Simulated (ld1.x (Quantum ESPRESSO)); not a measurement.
**Ir (Z = 77): variants of one ultrasoft potential**

Base potential:

| Quantity | Value |
| --- | --- |
| Element | Ir |
| Generator | ld1.x (Quantum ESPRESSO) 7.5 |
| Type | ultrasoft |
| Functional | PBEsol |
| Relativity | scalar-relativistic |
| Frozen core | [Xe] 4f14 |
| Valence charge | 9 |
| Reference configuration | 5d7 6s1.75 6p0.25 |
| Partial waves | 6s (bound): rcut 2.05, rcutus 2.50 bohr; 6s channel at 0.3 Ry: rcut 2.05, rcutus 2.50 bohr; 6p (bound): rcut 2.50, rcutus 3.20 bohr; 6p channel at 1 Ry: rcut 2.50, rcutus 3.20 bohr; 5d (bound): rcut 1.45, rcutus 1.75 bohr; 5d channel at 0.85 Ry: rcut 1.45, rcutus 1.75 bohr |
| Local potential | all-electron potential smoothed inside 1.90 bohr (lloc = -1) |
| Core correction | a·sin(br)/r model core inside 1.55 bohr |
| Augmentation charge | built from norm-conserving waves at rcut, not smoothed further |

All-electron outer shells of the reference configuration (PBEsol, scalar-relativistic, ld1.x):

```csv
shell,level (eV),outermost node (bohr),outermost maximum (bohr)
4f,-62.75,–,0.39
5p,-55.23,0.54,1.01
5d,-7.66,0.59,1.31
6s,-6.73,1.17,2.38
6p,-1.44,1.39,3.43
```

Cutoffs, loose and tight: the cutoffs (Ry, on a coarse ladder) from which the occupation-weighted sum of valence levels, in a spherical-Bessel basis at the reference potential, stays within 10 and 1 mRy of its value at 400 Ry. They do not see the model core or the augmentation charge, which bear on the density cutoff. Test errors are all-electron minus pseudo excitation energies from the reference, over the configurations 5d7 6s2 6p0; 5d7 6s1 6p0; 5d7 6s0 6p0; 5d8 6s1 6p0; 5d7.5 6s1.5 6p0; 5d7 6s1 6p1; 5d6 6s2 6p1. A dash means not determined; rows that change the core or the reference have their own tests. The largest error is taken over the tests solved by every variant that gives reliable tests at all: 5d7 6s0 6p0; 5d7 6s1 6p0; 5d7 6s2 6p0.

A true bound ghost makes a file unfit for plane-wave use even where its test errors are small: the radial tests pick states by their node count and pass the ghost by. Where a test does run into it, the solver fails or the error is huge.

Cutoffs are not given where the Bessel-basis levels miss the radial ones by over 6 mRy, ghosts where they miss by over 20 mRy; a channel whose overlap is not positive is not tested.

A file whose overlap is not positive is unfit for use, and its test errors describe a broken file.

| change | outcome | cutoff, loose | cutoff, tight | bound ghosts | largest test error (meV) |
| --- | --- | --- | --- | --- | --- |
| base | generated | 35 Ry | 55 Ry | s | -41 |
| waves 5d (bound): rcut 1.12, rcutus 1.18 bohr; 5d channel at 0.85 Ry: rcut 1.12, rcutus 1.18 bohr | generated | 60 Ry | 100 Ry | s | -41 |
| waves 5d (bound): rcut 1.28, rcutus 1.36 bohr; 5d channel at 0.85 Ry: rcut 1.28, rcutus 1.36 bohr | generated | 50 Ry | 90 Ry | s | -41 |
| waves 5d (bound): rcut 1.45, rcutus 1.64 bohr; 5d channel at 0.85 Ry: rcut 1.45, rcutus 1.64 bohr | generated | 40 Ry | 70 Ry | s | -41 |
| waves 5d (bound): rcut 1.45, rcutus 1.86 bohr; 5d channel at 0.85 Ry: rcut 1.45, rcutus 1.86 bohr | generated | 30 Ry | 50 Ry | s | -41 |
| waves 5d (bound): rcut 1.45, rcutus 2.08 bohr; 5d channel at 0.85 Ry: rcut 1.45, rcutus 2.08 bohr | generated | 25 Ry | 40 Ry | s | -41 |
| waves 5d (bound): rcut 1.45, rcutus 2.38 bohr; 5d channel at 0.85 Ry: rcut 1.45, rcutus 2.38 bohr | generated, overlap not positive | – | – | s (d not tested, overlap not positive) | -36 |
| waves 5d (bound): rcut 1.45, rcutus 2.64 bohr; 5d channel at 0.85 Ry: rcut 1.45, rcutus 2.64 bohr | generated, overlap not positive | – | – | s (d not tested, overlap not positive) | +187 |

Reading the sweep of the d radius (base included, trends over the rows without a ghost): Bound ghosts are found at 1.18, 1.36, 1.64, 1.75, 1.86, 2.08, 2.38, 2.64 bohr. Every judged row has one, so this setting neither creates nor removes them.
